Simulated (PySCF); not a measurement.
System: CH₇FNSi₂ (charge 0, doublet). It need not be the lowest isomer of its formula. 
Geometry from a B3LYP-D3(BJ)/def2-TZVP (Ansatz) optimisation:
```
N
Si 1 1.7013
F 2 1.6115 1 113.90
Si 1 1.7186 2 144.36 3 2.45
H 2 1.4790 3 106.08 1 116.65
H 4 1.4809 1 110.10 2 -152.17
H 4 1.4833 6 109.01 1 -126.07
H 4 1.4873 6 109.33 7 -119.27
C 2 1.8611 5 113.83 3 -118.15
H 9 1.0905 2 110.58 5 -57.87
H 9 1.0912 10 108.51 2 121.70
H 9 1.0918 10 108.87 11 117.61
```
Charge 0, spin multiplicity 2.

Dispersion corrections to the total energy (kcal/mol) from the dftd3 and dftd4 libraries through PySCF: D3(BJ) without and D4 with the three-body term, each with the damping fitted for the functional named.

```json
[
 {"functional": "B2GP-PLYP", "D3(BJ)": "-4.50", "D4": "-2.56"},
 {"functional": "PW6B95", "D3(BJ)": "-3.34", "D4": "-5.08"},
 {"functional": "r2SCAN", "D3(BJ)": "-1.71", "D4": "[?]"},
 {"functional": "TPSS", "D3(BJ)": "-7.51", "D4": "-8.03"},
 {"functional": "HF", "D3(BJ)": "-45.77", "D4": "[?]"},
 {"functional": "B2PLYP", "D3(BJ)": "[?]", "D4": "-4.17"},
 {"functional": "BLYP", "D3(BJ)": "-12.73", "D4": "-12.97"}
]
```

Problem. What belongs in the gaps?

Solution. 
- r2SCAN, D4: -1.50
- HF, D4: -20.41
- B2PLYP, D3(BJ): -5.09
